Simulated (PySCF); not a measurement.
# Excitation energy of B²⁺ by level of theory

B²⁺ [He] 2s1 (2S) → B²⁺ [He] 3d1 (2D), as a difference of total energies. Computed with PySCF 2.14 in aug-cc-pwCVDZ, with no relativity, point nucleus. Correlated levels: valence and next inner shell: nothing frozen. The calculations carry no spin-orbit coupling.

```json
{"method": "UHF", "excitation energy (eV)": "24.326"}
{"method": "LDA", "excitation energy (eV)": "23.884"}
{"method": "PBE", "excitation energy (eV)": "23.802"}
{"method": "PBE0", "excitation energy (eV)": "23.965"}
{"method": "r2SCAN", "excitation energy (eV)": "23.777"}
{"method": "M06-2X", "excitation energy (eV)": "23.919"}
{"method": "HSE06", "excitation energy (eV)": "23.946"}
{"method": "BHandHLYP", "excitation energy (eV)": "24.262"}
{"method": "PBEsol", "excitation energy (eV)": "23.697"}
{"method": "MP2 (valence and next inner shell)", "excitation energy (eV)": "24.365"}
{"method": "SCS-MP2 (valence and next inner shell)", "excitation energy (eV)": "24.356"}
```

How much does correlation contribute at MP2 (valence and next inner shell)?

24.365 − (24.326) = 0.039 eV, measured against UHF.

The promoted electron is Rydberg-like, and one or two diffuse shells describe it only roughly, which tends to raise the upper state.
